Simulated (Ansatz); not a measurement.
`CCB(F)S` + H–F → `FB(F)S` + `CC` at 500 K and 1 bar (ligand exchange at a B–C bond).

Program: Ansatz. Geometries: PBE0-D4/def2-TZVP. ΔE: electronic, gas phase. CBS: MP2 limit from def2 TZ/QZ plus the TZ coupled-cluster correction, frozen cores. This one scheme is used for every species. One conformer a species, not always the lowest.

```tsv
species	CCSD(T)/CBS energy (Eh)	H − E (kJ/mol)	S (J/(mol·K))
`CCB(F)S`	-602.17930	260.7	405.2
H–F	-100.39570	39.4	188.7
`FB(F)S`	-622.90532	79.8	325.4
`CC`	-79.71954	220.5	259.9
```

H − E and S are ideal-gas, rigid-rotor, harmonic terms from PBE0-D4/def2-TZVP, for one conformer and one mirror image of each species. 1 Eh = 2625.50 kJ/mol, R = 8.31446 J/(mol·K).

Question: By hand: ΔE, ΔH, ΔS and ΔG.

Answer: ΔE = (-622.90532) + (-79.71954) − (-602.17930) − (-100.39570) = -0.04986 Eh = -130.9 kJ/mol. Δ(H − E) = 79.8 + 220.5 − 260.7 − 39.4 = 0.2, so ΔH = -130.7 kJ/mol. ΔS = 325.4 + 259.9 − 405.2 − 188.7 = -8.6 J/(mol·K). ΔG = -130.7 − 500 × (-8.6)/1000 = -126.4 kJ/mol.

Question: By hand: the equilibrium constant, and the temperature at which ΔG would vanish if ΔH and ΔS stayed fixed.

Answer: log₁₀ K = −ΔG/(RT ln 10) = 13.2. ΔG = 0 at ΔH/ΔS = 15198 K, far beyond where these terms or the molecules hold.

The number of gas molecules stays the same, so ΔS is small and ΔH decides. A doubt of 5 kJ/mol in ΔE shifts log₁₀ K by 0.5 here. Other conformers and mirror images would add mixing entropy, several J/(mol·K) or more a flexible species. Modes under 60 cm⁻¹, often nearly free rotors, make the harmonic entropy too high. These are equilibria of isolated gas molecules and say nothing of rates. Largest T1 diagnostic: 0.013 (customary marks: 0.02 for closed shells, 0.045 for open ones).
